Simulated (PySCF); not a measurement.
## Energy of V²⁺ (vanadium, charge +2) between two integer charges

The 3d alpha orbital of [Ar] 3d3 is emptied in steps (occupation f), with all orbitals relaxed, ending at [Ar] 3d2. Calculation: PySCF 2.14, in def2-SVP (5s3p2d1f, 31 functions); no relativity, point nucleus. The exact energy is a straight line in f; departures are measured from the line between the end points of the same method.

```tsv
f	UHF (eV)	LDA (eV)	PBE (eV)
1	0.000	0.000	0.000
0.8	0.197	-1.303	-1.280
0.6	0.285	-1.980	-1.941
0.4	0.275	-2.004	-1.961
0.2	0.177	-1.352	-1.321
0	0.000	0.000	0.000
```

```tsv
method	E(f=0) − E(f=1) (eV)	−ε at f=1 (eV)	−ε at f=0.4 (eV)
UHF	29.178	30.459	28.900
LDA	30.897	22.854	32.445
PBE	30.734	22.827	32.268
```

Orbital energy along the path (eV):

| f | UHF | LDA | PBE |
| --- | --- | --- | --- |
| 1 | -30.459 | -22.854 | -22.827 |
| 0.8 | -29.880 | -25.927 | -25.864 |
| 0.6 | -29.363 | -29.123 | -29.012 |
| 0.4 | -28.900 | -32.445 | -32.268 |
| 0.2 | -28.485 | -35.889 | -35.623 |
| 0 | -28.113 | -39.448 | -39.066 |

Reference removal energy between the ground levels: 29.311 eV (measured; NIST Atomic Spectra Database, ionization energies). The calculation has no spin-orbit coupling. The determinant left behind need not be the lowest term of the ion. UHF lacks correlation.
